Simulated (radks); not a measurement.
Problem. The mean radii <r> (bohr) of the occupied orbitals of an atom or ion are listed with their occupations. Calculated with a radial shooting solver on a logarithmic mesh with Libxc functionals: Dirac Kohn-Sham, PBE, spin-unpolarised, spherical densities, finite nucleus; Fermi nuclear charge, rms radius of each element as measured or else 0.836 A^(1/3) + 0.57 fm.

| orbital | occ. | <r> |
|---|---|---|
| 1s1/2 | 2 | 0.5819 |
| 2s1/2 | 1 | 3.907 |

Name the element and its charge. Open shells, if any, are shared by 2j + 1.

Solution. Z = 3, lithium, charge 0: Li in [He] 2s1. The 1s radius gives Z: for a bare nucleus <r> = (2 gamma + 1)/(2Z) with gamma = sqrt(1 - (Z/c)^2), 0.4999 bohr for Z = 3, and screening makes it slightly larger (0.5819 here). The occupations add up to 3, and the charge is Z minus that.
